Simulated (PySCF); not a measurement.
**Radial density of F (fluorine, neutral)**

PBEsol, [He] 2s1 2p6, 2S determinant (an excited configuration). All numbers are calculated (PySCF 2.14, the non-relativistic Hamiltonian (point nucleus), in aug-cc-pwCVDZ (5s4p2d, 27 functions)).

```
r (bohr)  4πr²ρ (e/bohr)  4πr²(ρα − ρβ)
 0.00373         0.07089         0.0020
 0.00628          0.1925         0.0054
  0.0106          0.5025         0.0140
  0.0178           1.252         0.0347
  0.0299           2.849         0.0780
  0.0503           5.620         0.1492
  0.0846           8.700         0.2083
   0.142           9.211         0.1488
   0.239           5.999         0.0275
   0.402           4.430         0.4165
   0.677           5.952         1.1224
    1.14           4.368         0.7307
    1.92           1.185         0.0795
    3.22          0.1095        -0.0112
    5.42        0.003215        -0.0011
```

Question: Where is the radial spin density 4πr²(ρα − ρβ) most negative, and why is it negative at all?

Answer: Around r = 3.22 bohr, down to -0.0112 e/bohr: exchange with the open shell polarises the paired shells in an unrestricted calculation.
